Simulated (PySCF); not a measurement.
# Reading the logs of faulty runs: BCFH4Si

All numbers below are calculated, not measured. They come from PySCF 2.14.0, an open-source quantum chemistry program, on an isolated molecule that a program drew, which may never have been made. The molecule is BCFH4Si (charge 0, singlet), drawn as the SMILES string `FBC=[SiH2]`.

Each row is a Hartree-Fock (HF) and frozen-core CCSD(T) single point in the cc-pV(D+d)Z basis, meant for a local HF minimum. Run 1 is clean. Each other run has one planted mistake out of seven kinds, and not every kind appears here: one electron removed, one electron added, multiplicity raised by two, geometry at a saddle point, minimal basis STO-3G, one bond length entered in bohr, all coordinates scaled. The reference is restricted for singlets and unrestricted otherwise, and also for a bond in bohr. Adding or removing an electron swaps singlet and doublet. Electrons count all cores. HOMO and LUMO are orbital energies over both spins, the gradient is its largest component, and the lowest frequency (negative if imaginary) is given only where the gradient is small. Bond lengths are over the 7 bonds as drawn. T1 is the CCSD diagnostic: over 0.02 (restricted) or 0.045 (unrestricted) a single reference is doubtful.

Geometry of the clean run:
```xyz
8
BCFH4Si, angstrom
F     0.1461    0.3823    0.8039
B     0.9336   -0.3750    1.5936
C     2.0665    0.2690    2.3963
Si    2.3990    1.9397    2.3471
H     0.6813   -1.5491    1.6131
H     2.6873   -0.3611    3.0255
H     1.6418    2.9062    1.5417
H     3.4865    2.5693    3.1156
```

```
run  electrons  basis functions  <S^2>  HOMO (eV)  LUMO (eV)  gradient (hartree/bohr)  lowest frequency (cm^-1)  mean bond (Å)  longest bond (Å)      T1  HF (hartree)  CCSD(T) (hartree)                     mistake
  1         38               85  0.000      -9.24       1.18                  5.9e-06                       157         1.4015             1.704  0.0158    -453.27206         -453.82539                    no fault
  2         38               85  2.023      -6.56      -0.29                  1.2e-01                         -         1.4015             1.704  0.0156    -453.19918         -453.71956  multiplicity raised by two
  3         38               85  0.000      -9.09       1.04                  1.7e-02                         -         1.4394             1.750  0.0166    -453.26636         -453.82439      all coordinates scaled
  4         38               28  0.000      -6.37       5.65                  2.0e-02                         -         1.4015             1.704  0.0226    -447.71879         -447.93888                           ?
  5         37               85  0.755     -18.19      -7.07                  7.8e-02                         -         1.4015             1.704  0.0165    -452.98185         -453.48665                           ?
```

**Which mistake was planted in run 4, and what did it cost?**

It has 28 basis functions where the clean run has 85, with the same electrons and geometry. So the mistake is: minimal basis STO-3G. Subtracting run 1 and multiplying by 627.51 kcal/mol a hartree, the energy moved by 3484.7 kcal/mol in HF and 3693.8 kcal/mol in CCSD(T).

**Which mistake was planted in run 5, and what did it cost?**

It counts 37 electrons, one fewer than the clean run, at the same geometry and basis. So the mistake is: one electron removed. Subtracting run 1 and multiplying by 627.51 kcal/mol a hartree, the energy moved by 182.1 kcal/mol in HF and 212.6 kcal/mol in CCSD(T).

Cautions from the logs. Run 4: T1 is over the limit, so its CCSD(T) energy is less reliable.
